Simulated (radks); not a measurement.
Results of a calculation; reference values are marked as such.
Problem. The mean radii <r> (bohr) of the occupied orbitals of an atom or ion are listed with their occupations. Code: a radial shooting solver on a logarithmic mesh with Libxc functionals. Model: non-relativistic Kohn-Sham, LDA (Slater exchange, Perdew-Wang correlation), spin-unpolarised, spherical densities, point nucleus.

orbital  occ.      <r>
1s          2  0.02372
2s          2   0.1010
2p          6  0.08562
3s          2   0.2605
3p          6   0.2502
3d         10   0.2220
4s          2   0.5718
4p          6   0.5804
4d         10   0.5970
4f          2   0.6201

Name the element and its charge.

Solution. Z = 64, gadolinium, charge +16: Gd16+ in [Kr] 4d10 4f2. The 1s radius gives Z: for a bare nucleus <r> = 1.5/Z, 0.02344 bohr for Z = 64, and screening makes it slightly larger (0.02372 here). The occupations add up to 48, and the charge is Z minus that.
